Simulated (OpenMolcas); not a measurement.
**Co2+: moving or changing the point charges**

Co2+ among 8 point charges of -1.5 e arranged as a cube (Oh), 1.9 Å from the ion.
```
   1.0970    1.0970    1.0970  -1.50
   1.0970    1.0970   -1.0970  -1.50
   1.0970   -1.0970    1.0970  -1.50
   1.0970   -1.0970   -1.0970  -1.50
  -1.0970    1.0970    1.0970  -1.50
  -1.0970    1.0970   -1.0970  -1.50
  -1.0970   -1.0970    1.0970  -1.50
  -1.0970   -1.0970   -1.0970  -1.50
```

| Quantity | Value |
| --- | --- |
| Program | OpenMolcas |
| Method | SS-CASPT2, IPEA 0.25 Eh, imaginary shift 0.1 Eh (closed shells correlated: 3s 3p) |
| Basis | ANO-RCC-VDZP [5s4p2d1f] |
| Scalar Hamiltonian | DKH2, point nucleus |
| Active space | 7 electrons in 5 orbitals (3d) |
| State averaging | 2S+1 = 4 even, 10 roots; 2S+1 = 2 even, 40 roots |
| Spin-orbit coupling | state interaction with AMFI integrals over the reference wave functions |

Runs around this geometry, states (labels of O, the rotations of Oh). Energies in cm-1 above the lowest state or level, χT in cm3 K/mol.

```
R (Å)  q (e)  Ground state  First state of that spin  First gap with spin-orbit (degeneracies)  χT at 300 K  First state of another spin
  1.9   -1.2           4A2                  4T2 3650                               3490 (4, 4)        2.777                     2E 19030
 1.75   -1.5           4A2                  4T2 7360                               7160 (4, 4)        2.330                     2E 19980
  1.9   -1.5           4A2                  4T2 5060                               4870 (4, 4)        2.537                     2E 19420
 2.09   -1.5           4A2                  4T2 2720                               2590 (4, 4)        3.048                     2E 18740
```

Taking the first state of the same spin as R^-n, n = -ln(2720 / 7360) / ln(2.09 / 1.75) = 5.6 between the shortest and longest distance.

Scaling the charges by -1.2 / -1.5 = 0.80 scales the first state of the same spin by 3650 / 5060 = 0.72; with fixed orbitals a first-order splitting would follow the charge.

Roots that are degenerate in the reference are averaged as groups; the widest CASPT2 spread within a group is 660 cm-1 (the 3-fold group of multiplicity 4 near 3650 cm-1 above the lowest state of its run, R = 1.9, q = -1.2). Shifts and gaps below about the spread of the groups concerned are not significant. Free-ion shares, where given, are those of the reference states; single-state CASPT2 does not remix them. Point charges carry no covalency, so the field is a model and not that of real ligands. No measured value stands beside these numbers.
